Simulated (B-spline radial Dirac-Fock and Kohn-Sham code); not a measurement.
Calculated with a B-spline atomic structure program, using the Dirac equation of a negative muon with reduced mass in the field of a spherical finite nucleus, with the Uehling potential to all orders; nuclear polarisation, deformation, hyperfine structure, self-energy, higher-order vacuum polarisation, relativistic recoil and electron screening are left out. The nuclear charge is a Fermi distribution (skin thickness 2.3 fm).

Task: A muonic atom of atomic mass 183.95 u emits these computed lines: 2p3/2 → 1s1/2 5546 keV, 3d5/2 → 2p3/2 2182 keV, 4f7/2 → 3d5/2 804.4 keV, 5g9/2 → 4f7/2 370.0 keV. Which element is it, and what rms charge radius was used?

Result: Osmium (Z = 76, nuclide ¹⁸⁴Os); the high transitions hardly feel the nucleus and fix Z. The 2p → 1s line lies 8040 keV below the value for a point nucleus without QED, which for this nuclear model gives a radius near 5.38 fm (5.3823 fm was used).
